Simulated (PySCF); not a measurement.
1-bromo-1-chlorocyclopropane (C₃H₄BrCl), SMILES ClC1(Br)CC1.

Geometry: PBE-D3(BJ)/def2-SVP.

These are PySCF with SMD-PBE0/6-31G* values and carry that method's errors.

Solvation free energies are E(SMD) − E(gas) at the gas-phase geometry, for 1 M in both phases. Bromine has the revised SMD18 radius of 2.60 Å. In vacuum the dipole moment is 2.33 D.

Computed solvation free energies in water, methanol, cyclohexanone:
```csv
solvent,ΔG(solv) (kcal/mol),its non-electrostatic (CDS) part,dipole (D)
water,-2.5,1.2,3.09
methanol,-6.5,-2.9,3.07
cyclohexanone,-6.2,-2.8,3.03
```
